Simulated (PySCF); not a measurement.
# Ge(OH)₃: from structure and modes to constants

Level of theory: UPBE0 in PySCF with Ge def2-SVP, O def2-SVP, H def2-SVP; no relativity; density-fitted integrals.

The doublet minimum has C3 symmetry. Masses (u): Ge 73.92118, O 15.99492, H 1.00782.

```xyz
7
charge 0 multiplicity 2, angstrom
Ge    0.0000    0.0000   -0.2715
O     1.6457    0.0593    0.4050
O    -0.8742    1.3956    0.4050
O    -0.7715   -1.4549    0.4050
H     2.1264   -0.7665    0.2697
H    -0.3994    2.2247    0.2697
H    -1.7270   -1.4582    0.2697
```

Harmonic wavenumbers (cm⁻¹): 91.4 (e, ×2), 149.3 (a, ×1), 252.5 (e, ×2), 270.5 (a, ×1), 672.5 (a, ×1), 702.0 (e, ×2), 851.3 (a, ×1), 866.7 (e, ×2), 3885.4 (e, ×2), 3889.4 (a, ×1).

(1) Find the principal moments of inertia and the rotational constants. What kind of rotor is it?

(2) What is the harmonic zero-point energy?

(3) Find the vibrational entropy and heat capacity at 298.15 K.

## Answers

(1) About the centre of mass I = 86.326, 86.326, 145.58 u Å². With B = 16.8576/I this gives 0.1953, 0.1953, 0.1158 cm⁻¹. The molecule is an oblate symmetric top.

(2) Half the sum of all 15 wavenumbers, 17429/2 = 8715 cm⁻¹, which is 104.2 kJ/mol (1 cm⁻¹ = 0.0119627 kJ/mol).

(3) With u = 1.43878 ω/T, each mode gives S = R[u/(eᵘ−1) − ln(1−e⁻ᵘ)] and C = R u² eᵘ/(eᵘ−1)².
| ω (cm⁻¹) | u | S (J/(mol K)) | C (J/(mol K)) |
| --- | --- | --- | --- |
| 91.4 (×2) | 0.441 | 15.19 | 8.18 |
| 149.3 | 0.721 | 11.22 | 7.96 |
| 252.5 (×2) | 1.219 | 7.17 | 7.36 |
| 270.5 | 1.305 | 6.67 | 7.23 |
| 672.5 | 3.245 | 1.42 | 3.69 |
| 702.0 (×2) | 3.388 | 1.27 | 3.45 |
| 851.3 | 4.108 | 0.71 | 2.38 |
| 866.7 (×2) | 4.183 | 0.67 | 2.29 |
| 3885.4 (×2) | 18.750 | 0.00 | 0.00 |
| 3889.4 | 18.769 | 0.00 | 0.00 |
The sums over all modes are S = 68.6 and C = 63.8 J/(mol K); the softest mode gives 22 % of the entropy (each member, where degenerate).

Only a few start shapes were tried, so a lower isomer may exist.
